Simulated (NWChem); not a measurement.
A series in which one site is exchanged, each optimised at PBE0/def2-SVP with NWChem, gas phase unless a solvent is named. All stand in one matching conformer (torsions within 35°), which need not be the lowest. This build's default masses of Se (78.918 u) and Br (79.917 u) are each other's, which moves their modes by up to 0.6 %. For some, no frequency run checked for a minimum. def2 effective core potentials on Cd; no spin-orbit coupling.

A: [F][Mg][SeH] (MgHSeF; site = Mg)
B: [F][Zn][SeH] (ZnHSeF; site = Zn)
C: [F][Be][SeH] (BeHSeF; site = Be)
D: [SeH][Cd][F] (CdHSeF; site = Cd)

Values for A:

- dipole (D), PBE0/def2-SVP = 1.05
- orbital gap (eV), PBE0/def2-SVP = 5.44
- vertical ionisation energy, ΔSCF, PBE/def2-SVP (eV) = 9.41
- static polarisability, PBE/def2-SVPD (bohr³) = 56.2
- lowest singlet excitation, PBE/def2-SVPD, TDA (eV) = 3.77

Q: How do these values change for the other members?

A: 
```json
[
 {"change from A": "dipole (D), PBE0/def2-SVP", "B": "+0.39", "C": "-0.05", "D": "+0.59"},
 {"change from A": "orbital gap (eV), PBE0/def2-SVP", "B": "+0.54", "C": "+1.44", "D": "+0.01"},
 {"change from A": "vertical ionisation energy, ΔSCF, PBE/def2-SVP (eV)", "B": "+0.05", "C": "+0.47", "D": "-0.07"},
 {"change from A": "static polarisability, PBE/def2-SVPD (bohr³)", "B": "-1.8", "C": "-11.2", "D": "+6.0"},
 {"change from A": "lowest singlet excitation, PBE/def2-SVPD, TDA (eV)", "B": "+0.32", "C": "+1.21", "D": "-0.17"}
]
```
